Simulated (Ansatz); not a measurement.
Basis-set extrapolation for CH4BNOS (`SC1NBO1`) (PBE0-D4/def2-TZVP geometry, frozen core, Ansatz). Multiplicity 1, RHF reference.

```tsv
	def2-TZVPP	def2-QZVPP
HF	-591.852369	-591.872862
MP2 correlation	-0.874583	-0.940797
CCSD(T) correlation	-0.946932	not run
```

Energies in hartree. Use E(X) = E(∞) + A·exp(−7.88·√X) for Hartree–Fock and E(X) = E(∞) + B·X^(−2.97) for correlation, with X = 3 and 4, and add CCSD(T) minus MP2 of the smaller set to the MP2 limit.

Question: What is the CCSD(T) energy at the basis-set limit?

Answer: HF limit: -591.872862 + (-0.020493) × 0.13774 = -591.87568. MP2 limit: -0.940797 + (-0.066214) × 0.74074 = -0.98984. Higher-order term: -0.946932 − (-0.874583) = -0.07235. Total: -592.93787 hartree, 363.8 kJ/mol below CCSD(T)/def2-TZVPP.
